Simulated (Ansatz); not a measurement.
Basis-set series for C3H2F6, SMILES `FC(F)C(F)C(F)(F)F`. The species carries charge 0 and has multiplicity 1. The structure was optimised at the PBE0-D4/def2-TZVP level. It is one conformer, not always the lowest.

```tsv
functional	basis	functions	energy (Eh)	HOMO (eV)	LUMO (eV)
PBE0-D4	def2-SVP	136	-713.34443	-10.03	1.37
PBE0-D4	def2-QZVPP	573	-714.23879	-10.26	0.50
ωB97M-V	def2-SVP	136	-713.84511	-12.43	3.36
ωB97M-V	def2-QZVPP	573	-714.75565	-12.68	1.85
```

(1) Give the rows for def2-TZVPP. (Estimate.)

Answers

(1) Computed: 
```
functional       basis  functions  energy (Eh)  HOMO (eV)  LUMO (eV)
   PBE0-D4  def2-TZVPP        307   -714.20314     -10.21       0.83
   ωB97M-V  def2-TZVPP        307   -714.72209     -12.63       2.61
```

Positive LUMOs are unbound and depend on the basis.
